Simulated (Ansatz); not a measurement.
The same path of C₄H₈OSi (14 atoms, charge 0, multiplicity 1) was run twice with different band settings. The coordinate that changes most is the dihedral C3–C4–Si5–H14.

All numbers below come from Ansatz, RHF/def2-SVP.

Relaxed end points:

```xyz
14
Properties=species:S:1:pos:R:3
C -2.098 1.499 -0.375
C -1.123 0.752 0.429
C -0.157 0.048 0.802
C 1.044 -0.794 0.855
Si 1.800 -1.205 -0.839
O -1.029 0.567 1.866
H -1.857 1.433 -1.435
H -3.098 1.097 -0.207
H -2.099 2.547 -0.071
H 0.795 -1.727 1.372
H 1.796 -0.295 1.474
H 2.205 0.038 -1.536
H 2.991 -2.059 -0.628
H 0.817 -1.930 -1.678
```

```xyz
14
Properties=species:S:1:pos:R:3
C -2.556 0.427 -0.283
C -1.294 0.346 0.466
C -0.095 0.189 0.791
C 1.347 -0.082 0.793
Si 2.059 -0.594 -0.892
O -1.013 0.584 1.870
H -2.396 0.194 -1.335
H -3.278 -0.274 0.136
H -2.970 1.432 -0.196
H 1.553 -0.870 1.524
H 1.871 0.809 1.151
H 3.511 -0.840 -0.735
H 1.401 -1.831 -1.373
H 1.849 0.482 -1.888
```

Common settings: movable images 9; climbing image yes; spring 5.0 eV/Å²; optimiser quadratic models (default); start path IDPP; force threshold 0.03 eV/Å; end points relaxed.

| run | iteration limit |
| --- | --- |
| 1 | 48 |
| 2 | 10 |

Question: What does each run give, and how far can it be trusted?

Answer: Run 1: converged after 7 iterations, highest image 0.063 eV above the first end. A vibrational analysis at the climbing image gives one clearly imaginary mode, 132i cm⁻¹: a first-order saddle point.
Run 2: converged after 7 iterations, highest image 0.063 eV above the first end. Another band between the same ends (9 images) ends at a top of the same energy, where a vibrational analysis finds 1 clearly imaginary mode.
